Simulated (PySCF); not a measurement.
Molecular orbitals of AsS⁺

PBE0 at R = 1.947 Å; As cc-pVDZ-PP with ECP10, S cc-pV(D+d)Z; scalar-relativistic core potentials (PySCF 2.14). State: triplet, unpaired electrons π ↑↑, a mixture of terms (⟨Lz²⟩ = 2.0), a second solution, started from another occupation. Only the outer orbitals are listed, counted within each symmetry, core potentials removing the inner ones.

```tsv
spin	orbital	occ.	ε (eV)	on As (%)	main shells (%)
α	7σ	1	-30.19	32	62 S s, 24 As s
α	8σ	1	-23.09	58	58 As s, 31 S s, 10 S p
α	4π	1	-17.99	25	74 S p, 22 As p
α	9σ	1	-16.91	51	46 S p, 34 As p, 15 As s
α	4π	1	-16.70	28	71 S p, 25 As p
α	5π	1	-13.05	76	76 As p, 23 S p
α	5π	0	-10.40	73	73 As p, 26 S p
α	10σ	0	-5.66	72	68 As p, 28 S p
α	11σ	0	-0.86	70	31 As p, 30 As s, 25 S d
β	7σ	1	-28.84	34	59 S s, 26 As s
β	8σ	1	-21.81	54	54 As s, 33 S s, 12 S p
β	9σ	1	-16.34	53	44 S p, 35 As p, 17 As s
β	4π	1	-16.24	28	71 S p, 25 As p
β	4π	0	-13.10	31	68 S p, 29 As p
β	5π	0	-9.97	73	73 As p, 26 S p
β	5π	0	-8.73	69	69 As p, 30 S p
```

**Question.** Which are the highest filled and the lowest empty level, where do they sit, and how wide is the gap?

**Answer.** Highest filled α 5π at -13.05 eV (in %: 76 As p, 23 S p); lowest empty β 4π at -13.10 eV (in %: 68 S p, 29 As p); the gap at PBE0 is -0.05 eV.

```json
{"bond order (Mayer)": "1.74", "⟨S²⟩": "2.007", "charge on As (Mulliken, basis-dependent)": "0.63", "charge on As (Löwdin, basis-dependent)": "0.59", "dipole moment (positive dipole points towards S; it is taken about the centre of mass and depends on that origin)": "0.76 D"}
```

Spin–orbit coupling is left out.
